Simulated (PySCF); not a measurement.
**Excitation energy of Au by level of theory**

Au [Xe] 4f14 5d10 6s1 (2S) → Au [Xe] 4f14 5d9 6s1 7s1 (4D), as a difference of total energies. Computed with PySCF 2.14 in aug-cc-pVTZ-PP with ECP60MDF, with a scalar-relativistic core potential. Correlated levels: valence: 5s2 5p6 frozen. The calculations carry no spin-orbit coupling.

| method | excitation energy (eV) |
| --- | --- |
| UHF | 7.289 |
| MP2 (valence) | 9.184 |
| SCS-MP2 (valence) | 9.118 |
| CCSD (valence) | 8.788 |
| CCSD(T) (valence) | 8.936 |

How much does correlation contribute at CCSD(T) (valence)?

8.936 − (7.289) = 1.647 eV, measured against UHF.

The promoted electron is Rydberg-like, and one or two diffuse shells describe it only roughly, which tends to raise the upper state.
